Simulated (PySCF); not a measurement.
Compound: C₆H₁₃PSi.
Geometry (PBE0-D3(BJ)/def2-SVP, Å), atoms numbered from 1 in this order:
```
atom  x, y, z in Å
C1     3.7167   -1.1284    0.7082
C2     2.5210   -0.3192    0.5564
C3     1.5167    0.3595    0.4227
P4     0.0695    1.3746    0.3789
C5     0.2697    2.2292   -1.2640
Si6   -1.3759   -0.2776   -0.2160
C7    -1.3905   -1.5499    1.1634
C8    -3.0731    0.4942   -0.4765
H9     4.4433   -0.6530    1.3863
H10    4.2141   -1.2901   -0.2614
H11    3.4700   -2.1185    1.1237
H12    0.4802    1.5330   -2.0886
H13    1.0892    2.9587   -1.1894
H14   -0.6576    2.7819   -1.4798
H15   -0.9065   -0.9030   -1.4965
H16   -2.0719   -2.3822    0.9269
H17   -1.7177   -1.0931    2.1102
H18   -0.3794   -1.9591    1.3106
H19   -3.0614    1.2150   -1.3088
H20   -3.8219   -0.2787   -0.7117
H21   -3.4009    1.0236    0.4317
```

The closed-shell ground state was solved at several levels (PySCF, density fitting, gas phase, non-relativistic).

```tsv
level	basis functions	HOMO (eV)	LUMO (eV)	gap (eV)	dipole (D)
PBE0/pcSseg-1	215	-6.13	0.17	6.30	1.22
wB97X-D/def2-SVPD	272	-7.84	1.80	9.64	1.16
```

Estimate the row for wB97X-D/pcSseg-1, a basis of 215 functions; the other rows only guide the guess.

HOMO -7.89 eV, LUMO 1.90 eV, gap 9.79 eV, dipole 1.29 D.

Over all these levels, which gives the widest orbital gap and which the narrowest?

wB97X-D/pcSseg-1 (range-separated hybrid) has the widest, 9.79 eV, and PBE0/pcSseg-1 (global hybrid, 25 % exact exchange) the narrowest, 6.30 eV. The two share the basis. From the narrowest to the widest the HOMO moves by -1.76 eV and the LUMO by +1.73 eV.

How far do the dipole and the HOMO energy spread over the levels?

The dipole runs from 1.16 to 1.29 D (mean 1.22 D) and the HOMO from -7.89 to -6.13 eV.

One conformer stands for the species.
